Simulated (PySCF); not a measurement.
**Working out the excitation energy of Ne⁺**

Ne⁺ [He] 2s2 2p5 (2P) → Ne⁺ [He] 2s1 2p6 (2S). Calculation: PySCF 2.14, in x2c-QZVPPall (7s4p3d2f1g, 57 functions); scalar relativity by spin-free X2C-1e. Frozen: 1s2. Energies in hartree (1 hartree = 27.21139 eV):

```csv
part,Ne⁺ (lower),Ne⁺ (upper)
UHF,-127.962723,-126.871418
CCSD correlation,-0.226852,-0.318176
(T),-0.002991,-0.008597
```

Problem. What does Hartree-Fock give?

Solution. (-126.871418) − (-127.962723) = 1.091305 hartree = 29.696 eV.

Problem. What do CCSD and CCSD(T) give?

Solution. The CCSD correlation energies differ by -0.091324 hartree = -2.485 eV and the triples by -0.005606 hartree = -0.153 eV, so CCSD gives 27.211 eV and CCSD(T) 27.058 eV.

Measured between the centres of the two terms (NIST): 26.878 eV, so CCSD(T) (valence) is off by 0.180 eV.

What remains against the reference includes basis incompleteness, the frozen core and higher excitations.
